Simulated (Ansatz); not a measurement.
Reaction (substitution at a C–N bond): `CN[SiH2][AlH2]` + `OC1(O)BC1` → `COC1(O)BC1` + `N[SiH2][AlH2]`

Computed with Ansatz on PBE0-D4/def2-TZVP structures; ΔE is electronic, products minus reactants. CBS: MP2 limit from def2 TZ/QZ plus the TZ coupled-cluster correction, frozen cores. Each species was taken in one conformer, which may not be the lowest.

```
         species  CCSD(T)/CBS(def2) energy (Eh)
`CN[SiH2][AlH2]`                     -628.64408
     `OC1(O)BC1`                     -254.17512
    `COC1(O)BC1`                     -293.41954
 `N[SiH2][AlH2]`                     -589.40062
```

Work out ΔE.

ΔE = (-293.41954) + (-589.40062) − (-628.64408) − (-254.17512) = -0.00096 Eh = -0.6 kcal/mol.

Largest T1 diagnostic among the species: 0.013.
